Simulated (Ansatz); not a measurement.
Consider the ligand exchange at the Sb–S bond: `[CH3][SbH][S][AlH2]` + H₂Se → `[CH3][SbH][SeH]` + `[AlH2][SH]`.

Program: Ansatz. Geometries: PBE0-D4/def2-TZVP. ΔE: electronic, gas phase. CBS: MP2 limit from def2 TZ/QZ plus the TZ coupled-cluster correction, frozen cores. This one scheme is used for every species. Functionals use def2-TZVPP. HSE06 is defined as in plane-wave codes. def2 core potentials past Kr. For Sb, Se outer-core shells are correlated without core-valence functions, which leaves a few kJ/mol of doubt a bond. Scalar relativity is left out up to krypton. One conformer a species, not always the lowest.

`[CH3][SbH][S][AlH2]`:

```xyz
10

C    -2.024    0.210   -0.016
Sb   -0.414   -1.105    0.552
S     1.238    0.669    0.837
Al    2.649    0.119   -0.718
H    -1.891    0.497   -1.059
H    -2.972   -0.320    0.093
H    -2.019    1.097    0.615
H    -0.844   -1.061    2.211
H     3.930    1.031   -0.882
H     2.349   -1.138   -1.633
```

H₂Se:

```xyz
3

Se    0.608   -0.022   -0.314
H     0.113    0.592    0.923
H    -0.721   -0.569   -0.609
```

`[CH3][SbH][SeH]`:

Cartesian coordinates in Å:
```
C 0.818 0.958 -0.227
Sb -1.194 0.197 -0.073
Se -0.558 -2.249 0.352
H 1.221 0.678 -1.200
H 1.443 0.542 0.561
H 0.794 2.046 -0.145
H -1.292 0.529 1.604
H -1.233 -2.700 -0.872
```

`[AlH2][SH]`:

Z-matrix (Å, degrees):
```
Al
S 1 2.181
H 1 1.579 2 116.5
H 1 1.581 2 118.9 3 -180.0
H 2 1.344 1 93.7 3 180.0
```

Q: Is it downhill or uphill in electronic energy at CCSD(T)/CBS, and by how much? (Estimate.)

A: The calculation gave: Downhill: ΔE = -14.1 kJ/mol.

Q: What do these levels give: LDA (SPW92), PBE-D4, r2SCANh-D4, CAM-B3LYP-D4, ωB97X-V, B2PLYP, PBE, HSE06, RPA@PBE/def2-TZVPP, HF/def2-TZVPP, HF/def2-QZVPP, SCS-MP2/def2-QZVPP? (An estimate is asked.)

A: The calculation gave: LDA (SPW92) -14.2, PBE-D4 -14.3, r2SCANh-D4 -15.7, CAM-B3LYP-D4 -15.7, ωB97X-V -15.0, B2PLYP -16.8, PBE -17.2, HSE06 -17.9, RPA@PBE/def2-TZVPP -11.7, HF/def2-TZVPP -21.9, HF/def2-QZVPP -21.7, SCS-MP2/def2-QZVPP -13.4 kJ/mol.

Largest T1 diagnostic among the species: 0.013.

In def2-TZVPP, CCSD(T) changes the Hartree–Fock value by +9.2 kJ/mol (the triples alone add +2.1 kJ/mol) and MP2 by +10.0 kJ/mol. The D4 term adds +4.7 kJ/mol with B3LYP and +2.7 kJ/mol with PBE0; it sums over pairs of atoms, weighted by their polarisabilities, and B3LYP, whose exchange is more repulsive, gets the larger term. Leaving LDA and LC-ωPBE aside and taking each functional with its dispersion term where it has one, the values, not all of them listed here, spread over 7.5 kJ/mol, from B2PLYP to B97M-V. LDA lies +3.0 kJ/mol from PBE without D4.

B3LYP here is the variant with VWN-RPA as its local correlation; programs differ in this.
